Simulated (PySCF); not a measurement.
**Dipole moment and polarisability of `c1cc2sccc2[nH]1`**

Compound: C6H5NS.
Structure used (GFN2-xTB), in Å, numbered top down from 1:
```xyz
13
C6H5NS angstrom
C     -1.987   -0.350   -0.022
C     -1.573    0.910    0.325
C     -0.168    0.881    0.259
S      1.206    1.901    0.498
C      2.263    0.588    0.077
C      1.622   -0.568   -0.231
C      0.224   -0.403   -0.127
N     -0.906   -1.142   -0.295
H     -2.984   -0.738   -0.093
H     -2.195    1.740    0.590
H      3.320    0.766    0.086
H      2.120   -1.477   -0.514
H     -0.947   -2.108   -0.571
```

Level: CAM-B3LYP/def2-SVPD (PySCF), static field, nuclei fixed, core orbitals frozen in the response. The polarisability tensor in these axes (au):

```
x   117.64  10.08   0.39
y    10.08  96.51  11.44
z     0.39  11.44  58.74
```

Q: Give the principal values, the mean and the anisotropy Δα = √{½[(α1 − α2)² + (α2 − α3)² + (α1 − α3)²]}.

A: Principal values 55.45, 95.41 and 122.04 au; mean 90.97 au = 13.48 Å³ = 15.00 × 10⁻⁴⁰ C²·m²/J; Δα = 58.05 au (64 % of the mean).

Q: What is the dipole moment, and where does it point?

A: (-0.63, -2.47, -0.69) D, 2.64 D in size, pointing from the negative to the positive side. Measured along this direction, the outermost atoms are S4 at the negative end and H13 at the positive end.

Q: What molar refraction does this α imply?

A: Lorentz–Lorenz: R = (4π/3)N_A α = 2.5225 cm³/(mol·Å³) × 13.48 Å³ = 34.0 cm³/mol, in the limit of long wavelengths.

Q: Give the principal axes and the span of the nuclei along them.

A: Largest value along (0.92, 0.40, 0.08), where the nuclei span 6.38 Å; middle along (-0.40, 0.88, 0.27), 4.85 Å; least along (0.04, -0.28, 0.96), 0.00 Å. The response follows the extents in order.

Q: In TDDFT the mean static polarisability is Σ f/ω² over all singlet excitations (ω in hartree). How much of it do the 8 lowest give? Their energies (eV) and oscillator strengths: 5.19, 0.2580; 5.39, 0.0011; 5.51, 0.1007; 5.68, 0.0002; 5.85, 0.0068; 6.19, 0.0000; 6.27, 0.0056; 6.44, 0.0032.

A: They add up to 9.89 au, 10.9 % of the 90.97 au; the largest single term is 7.09 au, from the state at 5.19 eV. Terms in order: 7.09, 0.03, 2.45, 0.00, 0.15, 0.00, 0.10, 0.06 au. Higher excitations give the rest. The strengths listed sum to 0.376.

Q: How large is μ²/3kT at 250 K beside α?

A: In Gaussian units μ²/3kT = 67.33 Å³ against 13.48 Å³, a ratio of 5.00; the Debye molar polarisation (4π/3)N_A(α + μ²/3kT) is 203.9 cm³/mol, leaving out the vibrational part.

Q: Find the Langevin capture rate constant for O2+ (31.990 u) meeting this molecule (123.014 u), k = 2.342 × 10⁻⁹ cm³/s × √(α in Å³ / reduced mass in u).

A: The reduced mass is 25.39 u, so k = 1.71 × 10⁻⁹ cm³/s. The formula leaves out the permanent dipole, which adds to the capture rate.

Isolated species at its GFN2-xTB geometry, gas phase.

These values come from a run that also computed excited states. Hardware: one thread of an Arm Neoverse V1, shared host. Cost: 39 s of wall time.
